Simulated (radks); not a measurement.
Question: Calculated with a radial shooting solver on a logarithmic mesh with Libxc functionals: non-relativistic Kohn-Sham, LDA (Slater exchange, Perdew-Wang correlation), spin-unpolarised, spherical densities, point nucleus. Response by self-consistent Sternheimer equations with the Hartree and adiabatic LDA kernel. For heavy and open-shell atoms this level of theory can miss by tens of per cent. Rank Ag+, K, Zr, Ca3+, As+, Ni+, Co3+ (NIST ground configurations) by static dipole polarisability, largest first.

Answer: K 260.5, Zr 117.5, As+ 17.17, Ag+ 10.13, Ni+ 8.916, Ca3+ 2.550, Co3+ 1.883 bohr^3.
